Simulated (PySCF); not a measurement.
## Exercise with solution: entropy of an ideal gas

H4O4Si, SMILES O[Si](O)(O)O.

Coordinates come from a B3LYP-D3(BJ)/def2-SVP optimisation. The isomer is the one that the SMILES or the coordinates give; other isomers of the formula were not compared. The values are those of a single conformer.

B3LYP-D3(BJ)/def2-SVP (PySCF) gives the harmonic wavenumbers 195, 196, 271, 271, 281, 351, 362, 362, 404, 763, 819, 826, 831, 831, 938, 1003, 1003, 3877, 3877, 3878, 3880 cm⁻¹ and the rotational temperatures 0.1945, 0.1945, 0.1727 K. The molar mass is 96.11 g/mol, the symmetry number 2.0, the spin multiplicity 1.

Task: Work out the entropy at 298.15 K and 1 atm in the rigid-rotor, harmonic-oscillator model.

Result: 
Translation (Sackur–Tetrode at 1 atm): S = R[1.5 ln M + 2.5 ln T − 1.16487] = 165.7 J/(mol K).
Rotation: q = (√π/σ) T^1.5/√(θA θB θC) = 56400, S = R[ln q + 3/2] = 103.4 J/(mol K).
Vibration: with u = 1.4388 ν/T, each mode gives R[u/(e^u − 1) − ln(1 − e^−u)]:
```tsv
ν (cm⁻¹)	modes	u	S (J/(mol K))
195	1	0.94	9.12
196	1	0.95	9.08
271	2	1.31	13.30
281	1	1.36	6.39
351	1	1.69	4.86
362	2	1.75	9.32
404	1	1.95	3.97
763	1	3.68	1.00
819	1	3.95	0.80
826	1	3.99	0.78
831	2	4.01	1.54
938	1	4.53	0.50
1003	2	4.84	0.77
```
The stiffer modes add less than 0.005 each. Sum 61.4 J/(mol K).
Spin: R ln 1 = 0.0 J/(mol K).
Total 330.6 J/(mol K); the program's own thermochemistry gives 330.6. Translation makes up 50 % and vibration 19 %. Anharmonicity, hindered rotation and orbital degeneracy are left out.
